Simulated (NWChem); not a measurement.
System: CH$_{3}$FMg; SMILES [CH3][Mg][F]

Here is an NWChem input.

```
start job
memory heap 200 mb stack 900 mb global 1100 mb
geometry units angstroms noautosym nocenter noautoz
  Mg    -0.077021     0.280852     0.001357
  F      0.200700     2.024702    -0.001121
  C     -0.403602    -1.771537     0.004276
  H      0.062229    -2.259015    -0.868585
  H     -1.479419    -2.013070    -0.023262
  H      0.014685    -2.249260     0.906114
end
basis spherical
  * library def2-svpd
end
dft
  xc hfexch
  iterations 150
end
property
  response 1 0.0
end
task dft property
```

NWChem printed, in part:

```
             Northwest Computational Chemistry Package (NWChem) 7.3.0
             --------------------------------------------------------

                             Geometry "geometry" -> ""
                             -------------------------

 Output coordinates in angstroms (scale by  1.889725989 to convert to a.u.)

  No.       Tag          Charge          X              Y              Z
 ---- ---------------- ---------- -------------- -------------- --------------
    1 Mg                  12.0000    -0.07702100     0.28085200     0.00135700
    2 F                    9.0000     0.20070000     2.02470200    -0.00112100
    3 C                    6.0000    -0.40360200    -1.77153700     0.00427600
    4 H                    1.0000     0.06222900    -2.25901500    -0.86858500
    5 H                    1.0000    -1.47941900    -2.01307000    -0.02326200
    6 H                    1.0000     0.01468500    -2.24926000     0.90611400

 Effective nuclear repulsion energy (a.u.)      78.0154566027

  xc_inp: hfexch multiplicative factor not found.
                              NWChem Property Module
                              ----------------------

                                 NWChem DFT Module
                                 -----------------

 Summary of "ao basis" -> "ao basis" (spherical)
 ------------------------------------------------------------------------------
       Tag                 Description            Shells   Functions and Types
 ---------------- ------------------------------  ------  ---------------------
 Mg                        def2-svpd                 9       21   4s4p1d
 F                         def2-svpd                 9       23   4s3p2d
 C                         def2-svpd                 8       20   4s2p2d
 H                         def2-svpd                 4        8   2s2p

            General Information
            -------------------
          SCF calculation type: DFT
          Wavefunction type:  closed shell.
          No. of atoms     :     6
          No. of electrons :    30
           Alpha electrons :    15
            Beta electrons :    15
          Charge           :     0
          Spin multiplicity:     1
          Use of symmetry is: off; symmetry adaption is: off
          Maximum number of iterations: 150
          AO basis - number of functions:    88
                     number of shells:    38
          Convergence on energy requested:  1.00D-06
          Convergence on density requested:  1.00D-05
          Convergence on gradient requested:  5.00D-04

              XC Information
              --------------
                     Hartree-Fock (Exact) Exchange  1.000

      Superposition of Atomic Density Guess
      -------------------------------------

 Sum of atomic energies:        -337.95497572

      Non-variational initial energy
      ------------------------------

 Total energy =    -338.466795
 1-e energy   =    -624.663282
 2-e energy   =     208.181031
 HOMO         =      -0.358791
 LUMO         =      -0.079045

   convergence    iter        energy       DeltaE   RMS-Dens  Diis-err
 ---------------- ----- ----------------- --------- --------- ---------
 d= 0,ls=0.0,diis     1   -338.4709016553 -4.16D+02  8.17D-03  6.67D-01
 d= 0,ls=0.0,diis     2   -338.5212831304 -5.04D-02  2.74D-03  3.29D-01
 d= 0,ls=0.0,diis     3   -338.5474051153 -2.61D-02  1.24D-03  2.00D-03
 d= 0,ls=0.0,diis     4   -338.5482264163 -8.21D-04  2.85D-04  1.81D-04
 d= 0,ls=0.0,diis     5   -338.5482916439 -6.52D-05  1.29D-04  2.28D-05
  Resetting Diis
 d= 0,ls=0.0,diis     6   -338.5483032879 -1.16D-05  3.94D-05  2.91D-06
 d= 0,ls=0.0,diis     7   -338.5483045589 -1.27D-06  6.42D-06  8.50D-08
 d= 0,ls=0.0,diis     8   -338.5483045884 -2.95D-08  2.89D-06  1.58D-08

         Total DFT energy =     -338.548304588429
      One electron energy =     -628.050007271518
           Coulomb energy =      243.909755732045
    Exchange-Corr. energy =      -32.423509651608
 Nuclear repulsion energy =       78.015456602651

 Numeric. integr. density =        0.000000000000

                       DFT Final Molecular Orbital Analysis
                       ------------------------------------

 Vector   13  Occ=2.000000D+00  E=-5.259203D-01
              MO Center= -3.0D-01, -2.0D+00,  2.2D-01, r^2= 1.3D+00
   Bfn.  Coefficient  Atom+Function         Bfn.  Coefficient  Atom+Function
  ----- ------------  ---------------      ----- ------------  ---------------
    51      0.365876  3 C  pz                81      0.363890  6 H  s
    54      0.224717  3 C  pz                65     -0.192172  4 H  s
    49      0.180829  3 C  px                73     -0.171717  5 H  s
    52      0.111049  3 C  px                63     -0.047879  3 C  d  1
    80      0.039740  5 H  pz                72      0.035353  4 H  pz

 Vector   14  Occ=2.000000D+00  E=-5.259101D-01
              MO Center= -5.6D-01, -1.9D+00, -2.1D-01, r^2= 1.3D+00
   Bfn.  Coefficient  Atom+Function         Bfn.  Coefficient  Atom+Function
  ----- ------------  ---------------      ----- ------------  ---------------
    49      0.361321  3 C  px                73     -0.321056  5 H  s
    65      0.309216  4 H  s                 52      0.221922  3 C  px
    51     -0.183017  3 C  pz                54     -0.112421  3 C  pz
    50     -0.057586  3 C  py                86      0.039062  6 H  px
    62      0.038862  3 C  d  0              53     -0.035354  3 C  py

 Vector   15  Occ=2.000000D+00  E=-3.828681D-01
              MO Center= -3.4D-01, -1.3D+00,  3.7D-03, r^2= 1.6D+00
   Bfn.  Coefficient  Atom+Function         Bfn.  Coefficient  Atom+Function
  ----- ------------  ---------------      ----- ------------  ---------------
    50      0.438494  3 C  py                53      0.389126  3 C  py
    48     -0.262575  3 C  s                  2      0.182825  1 Mg s
    12     -0.177136  1 Mg py                 3      0.171781  1 Mg s
    47      0.170040  3 C  s                  9     -0.148026  1 Mg py
    25      0.123616  2 F  s                  6     -0.118986  1 Mg py

 Vector   16  Occ=0.000000D+00  E= 3.256397D-02
              MO Center= -1.3D-01, -4.9D-02,  6.7D-04, r^2= 9.8D+00
   Bfn.  Coefficient  Atom+Function         Bfn.  Coefficient  Atom+Function
  ----- ------------  ---------------      ----- ------------  ---------------
     4      1.982755  1 Mg s                 48     -1.137779  3 C  s
    25     -0.876861  2 F  s                  3      0.467907  1 Mg s
    15     -0.361570  1 Mg py                33      0.303934  2 F  py
    21     -0.187478  1 Mg d  2              47     -0.149173  3 C  s
    53     -0.137679  3 C  py                46     -0.125717  3 C  s

 Vector   17  Occ=0.000000D+00  E= 4.136719D-02
              MO Center= -4.2D-02,  3.0D-01, -3.3D-02, r^2= 1.7D+01
   Bfn.  Coefficient  Atom+Function         Bfn.  Coefficient  Atom+Function
  ----- ------------  ---------------      ----- ------------  ---------------
    14      1.119047  1 Mg px                16      0.571444  1 Mg pz
    74     -0.349637  5 H  s                 82      0.317383  6 H  s
    11     -0.229441  1 Mg px                32     -0.184332  2 F  px
    78     -0.184904  5 H  px                15     -0.177488  1 Mg py
    52     -0.154582  3 C  px                88     -0.141683  6 H  pz

 Vector   18  Occ=0.000000D+00  E= 4.136852D-02
              MO Center= -1.0D-01,  3.1D-01,  3.7D-02, r^2= 1.7D+01
   Bfn.  Coefficient  Atom+Function         Bfn.  Coefficient  Atom+Function
  ----- ------------  ---------------      ----- ------------  ---------------
    16      1.133029  1 Mg pz                14     -0.564099  1 Mg px
    66     -0.384838  4 H  s                 13     -0.232284  1 Mg pz
    82      0.220322  6 H  s                 34     -0.186625  2 F  pz
    72     -0.176831  4 H  pz                74      0.164381  5 H  s
    54     -0.156421  3 C  pz                61      0.144868  3 C  d -1

     Multipole analysis of the density
     ---------------------------------

     L   x y z        total         alpha         beta         nuclear
     -   - - -        -----         -----         ----         -------
     0   0 0 0     -0.000000    -15.000000    -15.000000     30.000000

     1   1 0 0     -0.121417      2.719144      2.719144     -5.559704
     1   0 1 0     -0.762000     -4.578058     -4.578058      8.394116
     1   0 0 1      0.000971     -0.043090     -0.043090      0.087150

     2   2 0 0    -14.684119    -13.776845    -13.776845     12.869571
     2   1 1 0     -1.876061    -19.672162    -19.672162     37.468263
     2   1 0 1      0.002357      0.036826      0.036826     -0.071295
     2   0 2 0    -27.297337   -140.218130   -140.218130    253.138922
     2   0 1 1      0.015761      0.169321      0.169321     -0.322881
     2   0 0 2    -14.413341    -10.020967    -10.020967      5.628593

 *** CALLING NEW AORESP DRIVER FOR CLOSED AND OPEN SHELLS ***
 Entering AOResponse driver routine

--------------------------------------------------------------------------------

          -----------------------------------------------
          Solving response equations for perturbing field
          -----------------------------------------------

 number of frequencies:     1
 frequency in a.u.:  0.0000000E+00
 Perturbing field: electric
 Using El. Dipole Length Gauge

 Setting up CPKS with frequency omega =      0.00000000 a.u.

 STATIC response

                                NWChem CPHF Module
                                ------------------

  scftype          =     RHF
  nclosed          =       15
  nopen            =        0
  variables        =     1095
  # of vectors     =        3
  tolerance        = 0.10D-03
  level shift      = 0.00D+00
  max iterations   =       50
  max subspace     =       30

 SCF residual:    9.4742467050061110E-005

Iterative solution of linear equations
  No. of variables     1095
  No. of equations        3
  Maximum subspace       30
        Iterations       50
       Convergence  1.0D-04

   iter   nsub   residual    time
   ----  ------  --------  ---------
     1      3    1.19D+00       9.9
     2      6    3.92D-01      13.5
     3      9    3.19D-01      17.0
     4     12    7.61D-02      20.5
     5     15    9.76D-03      24.4
     6     18    2.75D-03      28.1
     7     21    6.42D-04      31.3
     8     24    1.10D-04      33.4
     9     27    1.81D-05      35.5

 Electric Dipole Response Matrix (nonzero elements):

              1        2        3
    1   29.6295   1.2826  -0.0017
    2    1.2826  37.4978  -0.0105
    3   -0.0017  -0.0105  29.4259

 ------------------------------------------
 average:        32.18438 + I       0.00000

 DFT Linear Response polarizability / au
 Frequency  =       0.0000000 / au
              X              Y              Z
 -----------------------------------------------
 X      29.6294745      1.2826090     -0.0016907
 Y       1.2826089     37.4977930     -0.0104683
 Z      -0.0016907     -0.0104685     29.4258850
 -----------------------------------------------
 Eigenvalues =      29.4256723     37.7016052     29.4258750
 Isotropic   =      32.1843842
 Anisotropic =       8.2758315
 -----------------------------------------------

 Magnetic Dipole Response Matrix (nonzero elements):

 Exiting AOResponse driver routine
```

Level: Hartree-Fock/def2-SVPD. The geometry was optimised at PBE0/def2-SVP.
